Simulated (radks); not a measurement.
Values are calculated unless marked as measured or tabulated.
All-electron atom: B+ in [He] 2p2 (not the ground configuration). Level of theory: scalar-relativistic Kohn-Sham, r2SCAN, spin-polarised, spherical densities, finite nucleus; open shells are filled with parallel spins first; meta-GGA in the generalised Kohn-Sham scheme; Fermi nuclear charge, rms radius 2.406 fm (a radial shooting solver on a logarithmic mesh with Libxc functionals).

Normalised radial functions P(r) = r R(r), r in bohr:

| r | 1s up | 1s down | 2p up |
|---|---|---|---|
| 0.01863 | 0.3540 | 0.3556 | 0.0014 |
| 0.02293 | 0.4266 | 0.4284 | 0.0021 |
| 0.02824 | 0.5114 | 0.5137 | 0.0032 |
| 0.03449 | 0.6055 | 0.6081 | 0.0047 |
| 0.04246 | 0.7164 | 0.7195 | 0.0070 |
| 0.05228 | 0.8400 | 0.8436 | 0.0104 |
| 0.06386 | 0.9688 | 0.9729 | 0.0150 |
| 0.07862 | 1.1088 | 1.1136 | 0.0220 |
| 0.0968 | 1.2485 | 1.2537 | 0.0320 |
| 0.1192 | 1.3778 | 1.3835 | 0.0460 |
| 0.1456 | 1.4805 | 1.4864 | 0.0646 |
| 0.1792 | 1.5501 | 1.5559 | 0.0908 |
| 0.2207 | 1.5664 | 1.5716 | 0.1258 |
| 0.2695 | 1.5197 | 1.5239 | 0.1692 |
| 0.3318 | 1.4002 | 1.4025 | 0.2258 |
| 0.4086 | 1.2125 | 1.2122 | 0.2941 |
| 0.503 | 0.9745 | 0.9708 | 0.3730 |
| 0.6144 | 0.7245 | 0.7189 | 0.4582 |
| 0.7564 | 0.4779 | 0.4714 | 0.5501 |
| 0.9314 | 0.2770 | 0.2701 | 0.6338 |
| 1.138 | 0.1425 | 0.1358 | 0.6930 |
| 1.401 | 0.0600 | 0.0544 | 0.7171 |
| 1.724 | 0.0202 | 0.0170 | 0.6888 |
| 2.123 | 0.0051 | 0.0039 | 0.6034 |
| 2.593 | 0.0010 | 0.0007 | 0.4782 |
| 3.193 | 0.0001 | 0.0001 | 0.3286 |
| 3.931 | 0.0000 | 0.0000 | 0.1914 |
| 4.801 | 0.0000 | 0.0000 | 0.0947 |
| 5.911 | 0.0000 | 0.0000 | 0.0362 |

1s up: eigenvalue -197.44 eV, 0 radial nodes, <r> = 0.329 bohr, 90 % of the charge inside 0.591 bohr. 1s down: eigenvalue -196.54 eV, 0 radial nodes, <r> = 0.327 bohr, 90 % of the charge inside 0.586 bohr. 2p up: eigenvalue -14.709 eV, 0 radial nodes, <r> = 1.81 bohr, 90 % of the charge inside 2.97 bohr.
